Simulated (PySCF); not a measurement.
Input for PySCF: R-HF/3-21G on CH6OSn (SMILES C[O][SnH3]), a point of a bond scan (R = 2.314 Å).

```python
from pyscf import gto, scf, dft, mp
from pyscf.data.elements import chemcore

mol = gto.M(
    atom='''
    Sn    0.56358742   -0.14212840    0.07113681
    O    -1.10911916    0.87441601   -0.23959734
    C    -2.34967075    0.19758908   -0.23043021
    H     0.71883599   -1.74962910   -1.58630467
    H     1.77657773    1.04855157   -0.02640541
    H     0.44542760   -0.86791309    1.61958641
    H    -2.55889749   -0.28012433    0.73608768
    H    -2.41218816   -0.57268664   -1.01075683
    H    -3.13789932    0.93059938   -0.41939475
    ''',
    basis='3-21g',
    charge=0, spin=0, verbose=3, max_memory=1800)
mf = scf.RHF(mol)
mf.conv_tol = 1e-8
mf.max_cycle = 100
mf.kernel()
if not mf.converged:
    mf = mf.newton().run(mf.mo_coeff, mf.mo_occ)
```

Problem. Give the final energy of this run.

Solution. -6111.7872 hartree.
